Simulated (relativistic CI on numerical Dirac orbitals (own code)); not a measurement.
**What each ingredient does to the levels of W⁶⁸⁺**

Base calculation: Dirac-Coulomb-Breit CI, orbitals from a KLI potential per configuration, a model potential for QED, unscaled Slater integrals.

Configurations in the expansion (outside the closed core 1s2): 2s2.2p2, 2s.2p3, 2p4, 2p3.3s, 2p3.3p, 2s2.2p.3s, 2p3.3d, 2s2.2p.3p, 2s2.2p.3d, 2s.2p2.3s, 2s.2p2.3p, 2s.2p2.3d, 2s2.2p.4s, 2s2.2p.4p, 2s2.2p.4d, 2s2.2p.4f. Levels of other configurations are missing.

Variants: (1) non-relativistic limit; (2) only the first 3 configurations. Shifts of the energy above 2s2.2p2 3P_0, in eV, for the lowest level and the first level of each name with at least 55 % of one term (blank where a level changes its place among those of its configuration and J or its character, or is not in the variant):

| Level | Base | Δ(1) | Δ(2) |
| --- | --- | --- | --- |
| 2s2.2p2 3P_0 | 0.0 | 0.0 | 0.0 |
| 2s2.2p2 3P_1 | 1412.1 | -1412.1 | -0.1 |
| 2s2.2p2 1D_2 | 1430.5 |  | -0.1 |
| 2s2.2p2 3P_2 | 2867.0 |  | -0.2 |
| 2s2.2p2 1S_0 | 2930.2 | -2845.6 | -0.6 |
| 2s.2p3 3D°_3 | 3143.0 | -2910.4 | -0.3 |
| 2s.2p3 3P°_0 | 3206.5 | -2932.8 | -0.5 |
| 2s.2p3 1D°_2 | 3238.9 |  | +0.2 |
| 2s.2p3 3P°_1 | 3243.1 |  | -0.3 |
| 2p4 3P_2 | 3559.5 | -3018.8 | 0.0 |
| 2p4 1S_0 | 3625.9 |  | +0.1 |
| 2p4 3P_1 | 4987.9 | -4447.2 | -0.2 |
| 2p4 1D_2 | 5006.8 | -4425.6 | 0.0 |
| 2p4 3P_0 | 6471.8 |  | -0.1 |
| 2s2.2p.3s 3P°_0 | 10405.1 | -1038.2 |  |
| 2s2.2p.3s 3P°_1 | 10408.8 | -1041.9 |  |
| 2s2.2p.3p 3D_1 | 10493.9 |  |  |
| 2s2.2p.3p 3P_0 | 10543.1 | -1090.4 |  |
| 2s.2p2.3s 3P_0 | 10721.6 | -1188.3 |  |
| 2s2.2p.3d 3F°_2 | 10999.4 |  |  |
| 2s2.2p.3s 3P°_2 | 11864.4 | -2497.5 |  |
| 2s2.2p.3s 1P°_1 | 11873.6 | -2493.4 |  |

At this charge energies of transitions that change n are usually good to better than 1 %, and those within a shell (Δn = 0) to a few per cent.

Ionisation energy from the two ground configurations alone: base 18415.7 eV. The NIST ASD value (semi-empirical) is 18476 eV.

LS names give the leading component of a level, which can be under half, so a name can repeat, a term be missing and a line seem to break the LS rules.
